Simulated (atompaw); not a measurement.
tin: one change to a PAW (atompaw) potential, before and after

```json
{
  "Element": "tin (Sn)",
  "Generator": "atompaw 4.2.0.5",
  "Type": "PAW",
  "Functional": "PBEsol",
  "Relativity": "scalar-relativistic",
  "Frozen core": "[Kr] 4d10",
  "Valence charge": "4",
  "Reference configuration": "5s1 5p3",
  "Partial waves": "5s (bound): rc 2.70 bohr; 5s channel at 4 Ry: rc 2.70 bohr; 5p (bound): rc 2.70 bohr; 5p channel at 0.9 Ry: rc 2.70 bohr",
  "Local potential": "bessel scheme, radius 1.80 bohr",
  "Core correction": "smooth core density matched at 2.35 bohr",
  "Augmentation charge": "besselshape compensation charge, radius 2.40 bohr; PAW radius 2.70 bohr; waves and projectors: custom rrkj gramschmidtortho"
}
```

All-electron outer shells of the reference configuration (PBEsol, scalar-relativistic, ld1.x):

```json
{"shell": "4p", "level (eV)": "-91.11", "outermost node (bohr)": "0.41", "outermost maximum (bohr)": "0.79"}
{"shell": "4d", "level (eV)": "-27.27", "outermost node (bohr)": "0.39", "outermost maximum (bohr)": "0.88"}
{"shell": "5s", "level (eV)": "-11.46", "outermost node (bohr)": "0.98", "outermost maximum (bohr)": "1.99"}
{"shell": "5p", "level (eV)": "-4.34", "outermost node (bohr)": "1.09", "outermost maximum (bohr)": "2.52"}
```

Change: core [Kr], valence charge 14; reference 4d10 5s2 5p0; waves now 5s (bound): rc 2.60 bohr; 5s channel at -1.2 Ry: rc 1.65 bohr; 5p (bound): rc 2.60 bohr; 5p channel at -0.65 Ry: rc 2.60 bohr; 4d (bound): rc 1.15 bohr; 4d channel at -2.45 Ry: rc 1.15 bohr; local potential bessel scheme, radius 1.95 bohr; core correction smooth core density matched at 2.45 bohr; augmentation besselshape compensation charge, radius 2.10 bohr; PAW radius 2.60 bohr; waves and projectors: custom rrkj gramschmidtortho.

Cutoffs: the cutoffs (Ry, on a coarse ladder) from which the occupation-weighted sum of valence levels, in a spherical-Bessel basis at the reference potential, stays within 10 and 1 mRy of its value at 400 Ry; they do not see the model core or the augmentation charge, which bear on the density cutoff.

Q: What does the change do?

A: The potential gets harder (6 Ry and 10 Ry → 110 Ry and 180 Ry); neither file shows a bound ghost. The added semicore shells are compact, so their waves need more plane waves. Several settings change at once here, so the effects cannot be laid on one of them.

| quantity | base | changed |
| --- | --- | --- |
| cutoff, loose | 6 Ry | 110 Ry |
| cutoff, tight | 10 Ry | 180 Ry |
| bound ghosts | none | none |
| lowest overlap eigenvalue by channel | s 0.10, p 0.56 | s 0.02, p 0.58, d 0.99 |

 The cutoffs see the waves, projectors and local potential, not the compensation charge or the core.
